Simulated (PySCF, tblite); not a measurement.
Isomers of C6H9FSi, one GFN2-xTB conformer each. Single-point energies are computed at PBE0/pcSseg-1 (PySCF, gas phase, no added dispersion term), electronic only.

| SMILES | GFN2-xTB relative energy (kcal/mol) |
| --- | --- |
| C#C[C@@H]1C[SiH2][C@H](F)C1 | 0.5 |
| C#C[C@@H]1C[SiH2][C@@H](F)C1 | 0.0 |

Conformers: `[CH:1]#[C:2][C@@H:3]1[CH2:4][SiH2:5][C@H:6]([F:7])[CH2:8]1` with C2–C3–C4–Si5 -162°, C3–C4–Si5–C6 15°, C4–Si5–C6–F7 132°, Si5–C6–C8–C3 -37°; `[CH:1]#[C:2][C@@H:3]1[CH2:4][SiH2:5][C@@H:6]([F:7])[CH2:8]1` with C2–C3–C4–Si5 -162°, C3–C4–Si5–C6 16°, C4–Si5–C6–F7 -106°, Si5–C6–C8–C3 -36°.

**Question.** What does PBE0/pcSseg-1 give for the same structures?

**Answer.** 
```
                      SMILES  PBE0/pcSseg-1 E (Eh)  PBE0/pcSseg-1 (kcal/mol)  GFN2-xTB (kcal/mol)  point group
C#C[C@@H]1C[SiH2][C@@H](F)C1            -622.76251                       0.0                  0.0           C1
 C#C[C@@H]1C[SiH2][C@H](F)C1            -622.75987                       1.7                  0.5           C1
```

Both levels put the same isomer lowest. Neighbours under 2.5 kcal/mol apart (C#C[C@@H]1C[SiH2][C@@H](F)C1 and C#C[C@@H]1C[SiH2][C@H](F)C1) can change places with a better method, another conformer or zero-point energy. C#C[C@@H]1C[SiH2][C@@H](F)C1 and C#C[C@@H]1C[SiH2][C@H](F)C1 are stereoisomers, 1.7 kcal/mol apart in the conformers taken.

**Question.** Which frontier levels, dipoles and rotational constants go with these structures?

**Answer.** 
```tsv
SMILES	HOMO (eV, PBE0/pcSseg-1)	LUMO (eV)	dipole (D)	A, B, C (MHz)
C#C[C@@H]1C[SiH2][C@@H](F)C1	-7.73	0.46	1.70	3055, 1157, 926.0
C#C[C@@H]1C[SiH2][C@H](F)C1	-7.80	0.33	1.69	3115, 1105, 869.7
```

**Question.** What happens when harmonic zero-point energies from GFN2-xTB frequencies are added?

**Answer.** 
```json
{"SMILES": "C#C[C@@H]1C[SiH2][C@@H](F)C1", "ZPE (kcal/mol)": "79.7", "electronic (kcal/mol)": "0.0", "with ZPE (kcal/mol)": "0.0"}
{"SMILES": "C#C[C@@H]1C[SiH2][C@H](F)C1", "ZPE (kcal/mol)": "79.7", "electronic (kcal/mol)": "1.7", "with ZPE (kcal/mol)": "1.7"}
```

The zero-point energies span 0.0 kcal/mol. The order is unchanged.

**Question.** As an exercise, what shares would exp(−E/RT) give at 500 K from these electronic energies alone (no entropy, no degeneracies)?

**Answer.** RT = 0.994 kcal/mol: C#C[C@@H]1C[SiH2][C@@H](F)C1 84.2 %, C#C[C@@H]1C[SiH2][C@H](F)C1 15.8 %.
